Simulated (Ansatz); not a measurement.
`FCC(F)(F)C(F)(F)F` → `FCC(F)(F)F` + `F[C]F` at 400 K and 1 bar (difluorocarbene loss).

Program: Ansatz. Geometries: PBE0-D4/def2-TZVP. ΔE: electronic, gas phase. CBS: MP2 limit from def2 TZ/QZ plus the TZ coupled-cluster correction, frozen cores. This one scheme is used for every species. Each species was taken in one conformer, which may not be the lowest.

```tsv
species	CCSD(T)/CBS energy (Eh)	H − E (kJ/mol)	S (J/(mol·K))
`FCC(F)(F)C(F)(F)F`	-714.09975	191.0	420.5
`FCC(F)(F)F`	-476.47126	146.0	343.0
`F[C]F`	-237.54028	33.0	252.5
```

H − E and S are ideal-gas, rigid-rotor, harmonic terms from PBE0-D4/def2-TZVP, for one conformer and one mirror image of each species. 1 Eh = 2625.50 kJ/mol, R = 8.31446 J/(mol·K).

Question: By hand: ΔE, ΔH, ΔS and ΔG.

Answer: ΔE = (-476.47126) + (-237.54028) − (-714.09975) = 0.08821 Eh = 231.6 kJ/mol. Δ(H − E) = 146.0 + 33.0 − 191.0 = -12.0, so ΔH = 219.6 kJ/mol. ΔS = 343.0 + 252.5 − 420.5 = 175.0 J/(mol·K). ΔG = 219.6 − 400 × (175.0)/1000 = 149.6 kJ/mol.

Question: By hand: the equilibrium constant, and the temperature at which ΔG would vanish if ΔH and ΔS stayed fixed.

Answer: log₁₀ K = −ΔG/(RT ln 10) = -19.5. ΔG = 0 at ΔH/ΔS = 1255 K.

The number of gas molecules changes by +1, which sets the sign of ΔS. A doubt of 5 kJ/mol in ΔE shifts log₁₀ K by 0.7 here. Other conformers and mirror images would add mixing entropy, several J/(mol·K) or more a flexible species. These are equilibria of isolated gas molecules and say nothing of rates. Largest T1 diagnostic: 0.017 (customary marks: 0.02 for closed shells, 0.045 for open ones).
